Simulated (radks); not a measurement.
The numbers below are computed, except where a source is named.
The palladium ion Pd+, 45 electrons, occupied as [Kr] 4d9 (the NIST ground configuration). Level of theory: Dirac Kohn-Sham, BLYP, spin-unpolarised, spherical densities, finite nucleus; open shells fill j = l - 1/2 first; Fermi nuclear charge, rms radius 4.5318 fm (a radial shooting solver on a logarithmic mesh with Libxc functionals).

Normalised radial functions P(r) = r R(r) (large component), r in bohr:

```
   r/bohr * 3d5/2, o 4d5/2 (the largest magnitude, 1.69, reaches the edge; | marks zero, & curves that meet)
  0.00213                             &
 0.002796                             &
  0.00367                             &
 0.004779                             &
 0.006273                             &
 0.008234                             &
  0.01072                             &
  0.01407                             &
  0.01847                             &
  0.02405                             &
  0.03157                             o*
  0.04144                             |o*
  0.05396                             |o *
  0.07083                             | o  *
  0.09297                             |  o     *
   0.1211                             |   o         *
   0.1589                             |     o            *
   0.2086                             |      o                *
   0.2716                             |      o                   *
   0.3565                             |   o                    *
   0.4679                            o|                   *
   0.6142                      o      |           *
   0.7997                 o           |     *
     1.05               o             | *
    1.378                o            *
    1.794                   o         *
    2.355                      o      *
    3.091                         o   *
    4.025                           o *
    5.283                            o*
```

3d5/2: eigenvalue -334.43 eV, 0 radial nodes, <r> = 0.359 bohr, 90 % of the charge inside 0.569 bohr. 4d5/2: eigenvalue -14.350 eV, 1 radial node at r = 0.449 bohr, <r> = 1.48 bohr, 90 % of the charge inside 2.40 bohr.
